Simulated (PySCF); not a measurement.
H2O4P, SMILES [O]P(=O)(O)O (connectivity only; charge and spin as stated), charge -1, multiplicity 1.

The structure is a stationary point at B3LYP-D3(BJ)/def2-SVPD. The multiplicity is an assumed one; other spin states were not compared. The isomer is the one that the SMILES or the coordinates give; other isomers of the formula were not compared. The values are those of a single conformer.

Level of theory: B3LYP-D3(BJ)/def2-SVPD (PySCF).

Frequencies are harmonic and unscaled.

Task: List the normal modes with their intensities. (An estimate is asked for; the answer gives what the named calculation found.)

Result: 
```json
[
 {"mode": "1", "ν (cm⁻¹)": "200", "IR (km/mol)": "69.8", "moving atoms (share of kinetic energy)": "H 66 %, O 33 %"},
 {"mode": "2", "ν (cm⁻¹)": "303", "IR (km/mol)": "3.2", "moving atoms (share of kinetic energy)": "O 95 %"},
 {"mode": "3", "ν (cm⁻¹)": "316", "IR (km/mol)": "28.6", "moving atoms (share of kinetic energy)": "H 88 %, O 10 %"},
 {"mode": "4", "ν (cm⁻¹)": "372", "IR (km/mol)": "7.0", "moving atoms (share of kinetic energy)": "O 66 %, H 34 %"},
 {"mode": "5", "ν (cm⁻¹)": "410", "IR (km/mol)": "37.5", "moving atoms (share of kinetic energy)": "O 63 %, P 19 %, H 18 %"},
 {"mode": "6", "ν (cm⁻¹)": "473", "IR (km/mol)": "52.3", "moving atoms (share of kinetic energy)": "O 79 %, P 19 %"},
 {"mode": "7", "ν (cm⁻¹)": "481", "IR (km/mol)": "51.2", "moving atoms (share of kinetic energy)": "O 81 %, P 16 %"},
 {"mode": "8", "ν (cm⁻¹)": "737", "IR (km/mol)": "112.2", "moving atoms (share of kinetic energy)": "O 75 %, P 22 %"},
 {"mode": "9", "ν (cm⁻¹)": "763", "IR (km/mol)": "342.4", "moving atoms (share of kinetic energy)": "O 50 %, P 49 %"},
 {"mode": "10", "ν (cm⁻¹)": "1028", "IR (km/mol)": "29.5", "moving atoms (share of kinetic energy)": "H 81 %, O 16 %"},
 {"mode": "11", "ν (cm⁻¹)": "1042", "IR (km/mol)": "102.8", "moving atoms (share of kinetic energy)": "H 73 %, O 26 %"},
 {"mode": "12", "ν (cm⁻¹)": "1057", "IR (km/mol)": "258.0", "moving atoms (share of kinetic energy)": "O 70 %, P 22 %"},
 {"mode": "13", "ν (cm⁻¹)": "1278", "IR (km/mol)": "376.3", "moving atoms (share of kinetic energy)": "P 47 %, O 43 %, H 9 %"},
 {"mode": "14", "ν (cm⁻¹)": "3846", "IR (km/mol)": "70.9", "moving atoms (share of kinetic energy)": "H 94 %"},
 {"mode": "15", "ν (cm⁻¹)": "3847", "IR (km/mol)": "2.9", "moving atoms (share of kinetic energy)": "H 94 %"}
]
```
